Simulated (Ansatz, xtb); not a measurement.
Two isomers of C6H10Si

We compare I, `C#C[C@@H]1CC[C@H]1[SiH3]`, a singlet, with II, `C#C[C@@H]1CC[C@@H]1[SiH3]`, a singlet. Both are isolated molecules in the gas phase, relaxed with r2SCAN-D4/def2-SVP.

Question: Estimate which is lower in electronic energy at CCSD(T)/def2-SVP + ΔMP2/def2-TZVPP, and by roughly how much.

Answer: CCSD(T)/def2-SVP + ΔMP2/def2-TZVPP gives E(II) − E(I) = +0.004 eV, slightly favouring structure I, which is too small a margin to settle the true order.

Level by level:

```csv
level,geometry,E(II) − E(I) (eV),departure from the last row (eV),"job, with rough time for the two"
GFN2-xTB,GFN2-xTB,+0.009,+0.005,"optimisation, 0.74 s"
HF/STO-3G,GFN2-xTB,+0.034,+0.030,"single point, 1.9 s"
r2SCAN-D4/def2-SVP//GFN2-xTB,GFN2-xTB,−0.009,−0.013,"single point, 13 s"
r2SCAN-D4/def2-SVP,r2SCAN-D4/def2-SVP,+0.002,−0.002,"optimisation, 3.2 min"
HF/def2-SVP,r2SCAN-D4/def2-SVP,+0.044,+0.040,part of the CCSD(T) run
MP2/def2-SVP,r2SCAN-D4/def2-SVP,+0.014,+0.010,part of the CCSD(T) run
CCSD(T)/def2-SVP,r2SCAN-D4/def2-SVP,+0.017,+0.013,single point
CCSD(T)/def2-SVP + ΔMP2/def2-TZVPP,r2SCAN-D4/def2-SVP,+0.004,,"single point, 4.7 min"
```

As drawn, both hold the same kinds of bond in the same numbers.

The largest departure from CCSD(T)/def2-SVP + ΔMP2/def2-TZVPP is that of HF/def2-SVP, 0.040 eV. The last row adds to CCSD(T) the change of the MP2 difference between the two basis sets, here −0.013 eV.

With thermal terms from frequencies at re-optimised GFN2-xTB minima (ideal gas, soft modes damped towards free rotors, one conformer each, 298.15 K, 1 atm): on the last row, ΔE + ΔZPE = +0.007, ΔH = +0.003, ΔG = +0.020 eV.

The correlated steps freeze 11 core orbitals. Programs: Ansatz 0.2.0, xtb 6.7.1; the last row on 2 threads of Intel(R) Xeon(R) Processor @ 2.50GHz (Skylake/Cascade Lake) on a shared host.
